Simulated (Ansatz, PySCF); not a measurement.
Noncovalent pair: HF (SMILES F) (first 2 atoms) with SO2 (SMILES O=S=O); geometry from B3LYP-D3(BJ)/def2-TZVP, rigid monomers moved along the line of their centres of mass till H2···O3 is 1.67 Å.
(charge 0, multiplicity 1):
| atom | x (Å) | y (Å) | z (Å) |
|---|---|---|---|
| F | 0.3508 | 0.5070 | -0.6568 |
| H | 0.0840 | 0.7241 | 0.2106 |
| O | -0.3031 | 0.7017 | 1.8316 |
| S | -0.1615 | -0.5314 | 2.5740 |
| O | -0.5022 | -0.5159 | 3.9667 |

Counterpoise-corrected where a basis set is named; no monomer relaxation.

Correlated levels freeze the cores. CBS(a, b) extrapolates the correlation energy as X⁻³ and adds the Hartree–Fock energy of set b.

Codes used: Ansatz (a program for electronic structure) with Gaussian orbitals; PySCF for the dispersion terms. Each number belongs to the level named beside it.

PBE/def2-TZVPPD gives -148.3 meV for the interaction energy.

Q: How do the other levels lie against it? Give each less PBE: PBE-D3(BJ)/def2-TZVPPD, r2SCAN/def2-TZVPPD, PBE0/def2-TZVPPD, wB97M-V/def2-TZVPPD, MP2/CBS(aug-cc-pV(D+d)Z, aug-cc-pV(T+d)Z), CCSD(T)/CBS(aug-cc-pV(D+d)Z, aug-cc-pV(T+d)Z).

A: PBE-D3(BJ)/def2-TZVPPD -24.9; r2SCAN/def2-TZVPPD -23.5; PBE0/def2-TZVPPD -13.5; wB97M-V/def2-TZVPPD -19.6; MP2/CBS(aug-cc-pV(D+d)Z, aug-cc-pV(T+d)Z) 12.5; CCSD(T)/CBS(aug-cc-pV(D+d)Z, aug-cc-pV(T+d)Z) -2.4 meV. 1 of 6 lie above PBE; the widest gap is to PBE-D3(BJ)/def2-TZVPPD.
